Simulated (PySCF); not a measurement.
Sn(OH)(OMe) (CH4O2Sn), SMILES C[O][Sn][OH] (connectivity only; charge and spin as stated), neutral, multiplicity 1. Atoms are numbered in the order given.

```xyz
8

Sn    -0.0893     0.1511     0.6416
O     -1.4117     0.8947    -0.6800
H     -1.3095     0.6180    -1.6021
O      1.0674    -0.8645    -0.6635
C      0.9550    -0.9270    -2.0553
H      0.4960    -0.0210    -2.5057
H      1.9554    -1.0382    -2.5132
H      0.3485    -1.7955    -2.3815
```
Charge 0, spin multiplicity 1.

The structure is a stationary point at B3LYP-D3(BJ)/def2-SVP. The def2 effective core potentials stand for the cores of Sn; spin–orbit coupling is left out. One conformer was computed; it need not be the lowest.

These are PySCF with CAM-B3LYP/def2-TZVP values and carry that method's errors.

ESP charges are fitted to the potential on shells at 1.4 to 2.0 van der Waals radii. Atomic charges (e):

```tsv
atom	ESP fit	Mulliken
Sn1	0.53	0.84
O2	-0.64	-0.71
H3	0.36	0.30
O4	-0.42	-0.55
C5	0.04	-0.17
H6	0.04	0.07
H7	0.04	0.12
H8	0.05	0.11
```
